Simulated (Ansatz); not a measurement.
Species: sum formula SiNH6, net charge 1, singlet state. It need not be the lowest isomer of its formula. 
Coordinates optimised at B3LYP-D3(BJ)/def2-TZVP (Ansatz, a first-principles code):
```
N
H 1 1.0232
H 1 1.0232 2 106.84
H 1 1.0232 2 106.84 3 114.07
Si 1 1.9068 2 111.99 3 -122.97
H 5 1.4666 1 102.21 2 180.00
H 5 1.4666 6 115.66 1 -110.11
H 5 1.4666 6 115.66 7 -139.78
```
Charge +1, spin multiplicity 1.

Basis-set convergence of Hartree-Fock and CCSD correlation energies (hartree) with Ansatz. Valence correlation only, unless marked. Spin-orbit coupling is left out. Non-relativistic.

| basis | functions | E(HF) | E(corr, CCSD) |
|---|---|---|---|
| cc-pV(D+d)Z | 67 | -346.66980 | -0.31862 |
| cc-pV(T+d)Z | 153 | -346.70359 | -0.38118 |
| cc-pV(Q+d)Z | 299 | -346.71146 | -0.40068 |
| cc-pV(5+d)Z | 521 | -346.71312 | -0.40663 |

Extrapolating the two largest sets (X = 4 and 5) as X^-3: E(corr) = (125·(-0.40663) - 64·(-0.40068))/61 = -0.4129 Eh, an estimate of the basis-set limit. The largest set recovers 98.5 % of it, the smallest 77.2 %.
